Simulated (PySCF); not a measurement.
Gas-phase reaction: 2 SnCl₃ + Cl₂ = 2 SnCl₄. Level: ωB97M-V/def2-TZVP†; standard pressure 1 bar.

Method: PySCF energies plus ideal-gas RRHO corrections (1 bar). † marks an energy on the PBE0/def2-TZVP geometry and frequencies. Open shells (unrestricted): SnCl₃ (multiplicity 2); the rest are closed-shell singlets. Sn: scalar-relativistic def2 core potential, no spin-orbit coupling. SnCl₃: computed as isolated molecules; such fragments, hydroxides, amides, oligomers or adducts are transient or little studied in the gas. The harmonic model lacks anharmonicity and excited electronic states, which grow with temperature; levels with a mode under 35 cm⁻¹ are left out. Soft modes under 120 cm⁻¹ make the harmonic entropy rough for SnCl₃, SnCl₄.

```tsv
T (K)	1000/T (1/K)	log10 K
500	2.0000	37.26
600	1.6667	29.45
800	1.2500	?
1000	1.0000	13.94
1200	0.8333	10.09
1400	0.7143	7.36
```

Fit log10 K = a + b·(1000/T) to the five rows, get the mean ΔH° and ΔS°, and predict log10 K at 800 K.

Means: 1000/T = 1.2429, log10 K = 19.620. Sums of products about the means: Sxy = 29.28499, Sxx = 1.258997, so b = Sxy/Sxx = 23.26 and a = 19.620 − (23.26)×1.2429 = -9.29.
ΔH° = −R ln 10 × 1000 K × b = −19.145 × (23.26) = -445 kJ; ΔS° = R ln 10 × a = -178 J/K. The run's own values go from -449 kJ and -184 J/K at 500 K to -438 kJ and -172 J/K at 1400 K.
Prediction at 800 K: -9.29 + (23.26)×1.2500 = 19.79. The computed value is 19.73, 0.06 from the line.
For scale, ΔH°(298 K) is -451 kJ at this level, -468 kJ at ωB97X-V/def2-TZVP†, and runs from -505 to -152 kJ over the 17 levels computed.
